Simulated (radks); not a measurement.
W2+, 72 electrons, occupied as [Xe] 4f14 5d2 6p2 (not the ground configuration). All-electron calculation, scalar-relativistic Kohn-Sham, r2SCAN, spin-unpolarised, spherical densities, finite nucleus; meta-GGA in the generalised Kohn-Sham scheme; Fermi nuclear charge, rms radius 5.3658 fm. Program: a radial shooting solver on a logarithmic mesh with Libxc functionals.

Normalised radial functions P(r) = r R(r), r in bohr:

| r | 5p | 4f | 6p |
|---|---|---|---|
| 0.001977 | 0.0054 | 0.0000 | 0.0019 |
| 0.00268 | 0.0090 | 0.0000 | 0.0032 |
| 0.003632 | 0.0148 | 0.0000 | 0.0052 |
| 0.004922 | 0.0242 | 0.0000 | 0.0085 |
| 0.006724 | 0.0397 | 0.0000 | 0.0140 |
| 0.009113 | 0.0630 | 0.0001 | 0.0222 |
| 0.01235 | 0.0970 | 0.0002 | 0.0341 |
| 0.01674 | 0.1428 | 0.0006 | 0.0502 |
| 0.02287 | 0.1981 | 0.0017 | 0.0696 |
| 0.03099 | 0.2458 | 0.0049 | 0.0864 |
| 0.042 | 0.2574 | 0.0134 | 0.0903 |
| 0.05692 | 0.1906 | 0.0351 | 0.0668 |
| 0.07714 | 0.0176 | 0.0855 | 0.0058 |
| 0.1054 | -0.2260 | 0.1946 | -0.0798 |
| 0.1428 | -0.3683 | 0.3882 | -0.1291 |
| 0.1936 | -0.2210 | 0.6766 | -0.0758 |
| 0.2623 | 0.2057 | 1.0077 | 0.0751 |
| 0.3584 | 0.5424 | 1.2617 | 0.1889 |
| 0.4857 | 0.3309 | 1.2871 | 0.1020 |
| 0.6583 | -0.3437 | 1.0747 | -0.1426 |
| 0.8922 | -0.9379 | 0.7394 | -0.3133 |
| 1.209 | -1.0242 | 0.4164 | -0.2100 |
| 1.652 | -0.6673 | 0.1804 | 0.1489 |
| 2.239 | -0.2727 | 0.0583 | 0.5170 |
| 3.034 | -0.0662 | 0.0126 | 0.6513 |
| 4.112 | -0.0090 | 0.0017 | 0.4796 |
| 5.618 | -0.0005 | 0.0001 | 0.1962 |
| 7.613 | 0.0000 | 0.0000 | 0.0419 |
| 10.32 | 0.0000 | 0.0000 | 0.0040 |

5p: eigenvalue -69.285 eV, 3 radial nodes at r = 0.0790, 0.230, 0.571 bohr, <r> = 1.22 bohr, 90 % of the charge inside 1.78 bohr. 4f: eigenvalue -59.364 eV, 0 radial nodes, <r> = 0.605 bohr, 90 % of the charge inside 1.00 bohr. 6p: eigenvalue -15.964 eV, 4 radial nodes at r = 0.0789, 0.228, 0.557, 1.47 bohr, <r> = 3.26 bohr, 90 % of the charge inside 4.66 bohr.
